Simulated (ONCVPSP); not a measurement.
**What one change does to a pseudopotential (boron, ONCV)**

- Element: boron (B)
- Generator: ONCVPSP 4.0.1
- Type: optimised norm-conserving Vanderbilt (ONCV)
- Functional: Wu-Cohen
- Relativity: scalar-relativistic
- Frozen core: [He]
- Valence charge: 3
- Reference configuration: 2s1.5 (charge +1.5)
- Partial waves: 2s: rc 1.50 bohr, ncon 4, nbas 7, qcut 4.6 1/bohr, 2 projectors, debl 3.6 Ha; p scattering state at 0.17 Ha: rc 1.60 bohr, ncon 3, nbas 6, qcut 4.1 1/bohr, 2 projectors, debl 0.3 Ha
- Local potential: polynomial inside 1.35 bohr (lpopt 5, dvloc0 0 Ha)
- Core correction: none

In the p channel the program set the typed energies aside and used 0.050, 0.350 Ha.

All-electron outer shells of the reference configuration (Wu-Cohen, scalar-relativistic, ld1.x):

| shell | level (eV) | outermost node (bohr) | outermost maximum (bohr) |
| --- | --- | --- | --- |
| 1s | -201.56 | – | 0.21 |
| 2s | -25.27 | 0.46 | 1.41 |

Change: s: qcut 3.1; p: qcut 2.8.

Cutoffs: the cutoffs (Ha) at which the residual kinetic energy of the hardest occupied pseudo-wave falls to 1 and 0.1 mHa per electron; they do not see the model core or the augmentation charge, which bear on the density cutoff. Errors are all-electron minus pseudo energies relative to the spin-unpolarised reference configuration.

**Question.** What does the change do?

**Answer.** The potential gets harder (12 Ha and 45 Ha → 41 Ha and 53 Ha); of the 4 tests that both files solve, the error grows in 2 and shrinks in 2 by more than 15 % and 0.3 meV (median size 23.2 → 28.4 meV); neither file shows a bound ghost.

| quantity | base | changed |
| --- | --- | --- |
| cutoff, loose | 12 Ha | 41 Ha |
| cutoff, tight | 45 Ha | 53 Ha |
| bound ghosts | none | none |
| GHOST(+) flags under 300 eV | none | none |
| error for 2s2 2p1, meV [ΔE -19.31 eV] | +75 | +104 |
| error for 2s2, meV [ΔE -11.16 eV] | +3.6 | +2.5 |
| error for 2s1, meV [ΔE 14.14 eV] | +5.8 | +3.9 |
| error for 2s2 2p0.5, meV [ΔE -16.45 eV] | +41 | +53 |
| s: phases at 1.52 bohr within 0.05 rad from the reference energy up to (Ha; the scan ends near 5) | 4.6 | 4.6 |
| p: phases at 1.63 bohr within 0.05 rad from the reference energy up to (Ha; the scan ends near 5) | 2.3 | 1.9 |

Base: The cutoffs count occupied waves only; projector 1 of the p channel, the hardest unoccupied one, needs 36 Ha at the loose tolerance.
